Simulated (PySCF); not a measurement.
Simulated C 1s region for `CC#[C][GeH2][O]C`, binding energy against the vacuum level.

Every computed line was given a Gaussian of 0.5 eV full width at half maximum and an area set by the number of equivalent atoms; the highest printed point is 100. Level of theory: delta-SCF UKS SCAN, pcX-2 on the ionised atom, pcseg-1 elsewhere, spin-free X2C in PySCF 2.14.0.

```json
{"binding energy (eV)": "289.0", "intensity": "0"}
{"binding energy (eV)": "289.1", "intensity": "2"}
{"binding energy (eV)": "289.2", "intensity": "6"}
{"binding energy (eV)": "289.3", "intensity": "14"}
{"binding energy (eV)": "289.4", "intensity": "28"}
{"binding energy (eV)": "289.5", "intensity": "44"}
{"binding energy (eV)": "289.6", "intensity": "55"}
{"binding energy (eV)": "289.7", "intensity": "56"}
{"binding energy (eV)": "289.8", "intensity": "46"}
{"binding energy (eV)": "289.9", "intensity": "33"}
{"binding energy (eV)": "290.0", "intensity": "25"}
{"binding energy (eV)": "290.1", "intensity": "29"}
{"binding energy (eV)": "290.2", "intensity": "40"}
{"binding energy (eV)": "290.3", "intensity": "52"}
{"binding energy (eV)": "290.4", "intensity": "57"}
{"binding energy (eV)": "290.5", "intensity": "50"}
{"binding energy (eV)": "290.6", "intensity": "35"}
{"binding energy (eV)": "290.7", "intensity": "20"}
{"binding energy (eV)": "290.8", "intensity": "9"}
{"binding energy (eV)": "290.9", "intensity": "3"}
{"binding energy (eV)": "291.0", "intensity": "1"}
{"binding energy (eV)": "291.1", "intensity": "1"}
{"binding energy (eV)": "291.2", "intensity": "2"}
{"binding energy (eV)": "291.3", "intensity": "7"}
{"binding energy (eV)": "291.4", "intensity": "17"}
{"binding energy (eV)": "291.5", "intensity": "36"}
{"binding energy (eV)": "291.6", "intensity": "60"}
{"binding energy (eV)": "291.7", "intensity": "85"}
{"binding energy (eV)": "291.8", "intensity": "100"}
{"binding energy (eV)": "291.9", "intensity": "99"}
{"binding energy (eV)": "292.0", "intensity": "83"}
{"binding energy (eV)": "292.1", "intensity": "58"}
{"binding energy (eV)": "292.2", "intensity": "33"}
{"binding energy (eV)": "292.3", "intensity": "16"}
{"binding energy (eV)": "292.4", "intensity": "6"}
{"binding energy (eV)": "292.5", "intensity": "2"}
{"binding energy (eV)": "292.6", "intensity": "1"}
```

Count the maxima, the lines and the sites behind this envelope.

The curve has 3 maxima (at 289.7, 290.4 and 291.8 eV). Under it lie 4 lines from 4 inequivalent carbon sites. At this width some lines have no maximum of their own.

Decompose the envelope and assign each component. Numbering: `[CH3:1][C:2]#[C:3][GeH2:4][O:5][CH3:6]`.

| position (eV) | relative area | line | atoms | environment |
| --- | --- | --- | --- | --- |
| 289.65 | 1 | C 1s | C3 | alkyne carbon |
| 290.39 | 1 | C 1s | C2 | alkyne carbon |
| 291.74 | 1 | C 1s | C1 | propargylic carbon |
| 291.94 | 1 | C 1s | C6 | methoxy carbon |

What are the centre and the root-mean-square width of the whole band?

The area-weighted mean of the lines is 290.93 eV. Their own spread about it is 0.95 eV (rms) and each Gaussian has σ = 0.5/2.355 = 0.21 eV; the variances add, which gives 0.97 eV.

The listed C 1s values span 2.29 eV, from C3 (bonded to C (triple bond) and Ge) to C6 (bonded to O and 3 H).

The curve has no shake-up lines and no vibrational structure. The unrestricted hole states depart most from a pure doublet (⟨S²⟩ = 0.75; over 0.85 named) for C 1s of C2 (0.86), which makes this value less certain. The structure is a single PBE0-D3(BJ)/def2-SVP conformer in the gas phase; no vibrational or solvent corrections.

Shape of the structure used: `[CH3:1][C:2]#[C:3][GeH2:4][O:5][CH3:6]`: C3–Ge4–O5–C6 -54°.
